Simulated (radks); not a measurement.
Initial-state core-level shifts of the mercury ion Hg+ when its valence configuration changes from [Xe] 4f14 5d10 6s1. Method: scalar-relativistic Kohn-Sham, LDA (Slater exchange, Perdew-Wang correlation), spin-polarised, spherical densities, finite nucleus; open shells are filled with parallel spins first (spin-orbit coupling, left out, can overturn this in heavy ions); Fermi nuclear charge, rms radius 5.4648 fm; computed with a radial shooting solver on a logarithmic mesh with Libxc functionals. Shifts are changes of the shell-averaged eigenvalues in eV (positive: less bound); the change of the density at the nucleus, which sets a Mossbauer isomer shift, is in e/bohr^3, on a base of 2.49e+06.

valence                    2s       3p       3d       4p  density at nucleus
4f14 5d9.5 6s1.5       -1.904   -1.875   -1.884   -1.856              +110.6
4f14 5d9 6s2           -3.857   -3.795   -3.814   -3.755              +228.0
4f14 5d8 6s1 6p2      -11.182  -11.064  -11.100  -10.980               +75.4
4f14 5d8.5 6s2 6p0.5   -6.764   -6.670   -6.698   -6.607              +258.4
4f13 5d10 6s2         -18.187  -20.167  -20.014  -16.951              +398.2
4f13.5 5d8 6s1.5 6p2  -20.622  -21.459  -21.425  -19.786              +296.6
4f14 5d9 6s1 6p1       -5.551   -5.503   -5.519   -5.470               +35.2
4f13.5 5d10 6s1.5      -8.959   -9.940   -9.863   -8.381              +192.8
4f14 5d7 6s1 6p3      -16.918  -16.706  -16.769  -16.553              +119.4
